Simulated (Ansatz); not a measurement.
The lowest singlet and triplet of H2P (SMILES [PH2+]); geometries from B3LYP-D3(BJ)/def2-TZVP, each state relaxed from the structure named, with no frequency check.
Singlet (charge 1, multiplicity 1):
```xyz
3

P     -0.00041     0.11677     0.00000
H     -1.02299    -0.87941     0.00000
H      1.02917    -0.87217     0.00000
```

A positive gap puts the triplet lower; no zero-point energy. R- takes a restricted singlet. U- takes an unrestricted singlet (broken symmetry where lower, unprojected). The triplet is unrestricted in single-reference levels. Active spaces average the two states.

Correlated levels freeze the cores.

Codes used: Ansatz (a program for electronic structure) with Gaussian orbitals. Values without a source in brackets are computed.

```json
[
 {"level": "R-r2SCAN/def2-TZVPP", "gap E(singlet) − E(triplet), vertical, at the singlet's geometry (kcal/mol)": "-18.87"},
 {"level": "R-PBE0/def2-TZVPP", "gap E(singlet) − E(triplet), vertical, at the singlet's geometry (kcal/mol)": "-23.34"},
 {"level": "U-BHLYP/def2-TZVPP", "gap E(singlet) − E(triplet), vertical, at the singlet's geometry (kcal/mol)": "-27.74"},
 {"level": "U-MP2/cc-pV(T+d)Z (spin-contaminated)", "gap E(singlet) − E(triplet), vertical, at the singlet's geometry (kcal/mol)": "-21.57"},
 {"level": "U-SCS-MP2/cc-pV(D+d)Z (spin-contaminated)", "gap E(singlet) − E(triplet), vertical, at the singlet's geometry (kcal/mol)": "-23.73"},
 {"level": "R-SCS-MP2/cc-pV(Q+d)Z", "gap E(singlet) − E(triplet), vertical, at the singlet's geometry (kcal/mol)": "(withheld)"},
 {"level": "R-CCSD/cc-pV(Q+d)Z", "gap E(singlet) − E(triplet), vertical, at the singlet's geometry (kcal/mol)": "-29.51"},
 {"level": "SC-NEVPT2 on SA-CASSCF(6,6)/cc-pV(T+d)Z", "gap E(singlet) − E(triplet), vertical, at the singlet's geometry (kcal/mol)": "-29.51"},
 {"level": "FIC-MRCISD+Q on SA-CASSCF(6,6)/cc-pV(Q+d)Z", "gap E(singlet) − E(triplet), vertical, at the singlet's geometry (kcal/mol)": "(withheld)"}
]
```

Question: What belongs in the gaps?

Answer: 
- R-SCS-MP2/cc-pV(Q+d)Z, gap E(singlet) − E(triplet), vertical, at the singlet's geometry (kcal/mol): -31.88
- FIC-MRCISD+Q on SA-CASSCF(6,6)/cc-pV(Q+d)Z, gap E(singlet) − E(triplet), vertical, at the singlet's geometry (kcal/mol): -30.31

Doubts at one or more of the structures used: a restricted determinant that unrestricted orbitals would lower (R-r2SCAN/def2-TZVPP, R-PBE0/def2-TZVPP, R-SCS-MP2/cc-pV(Q+d)Z, R-CCSD/cc-pV(Q+d)Z).
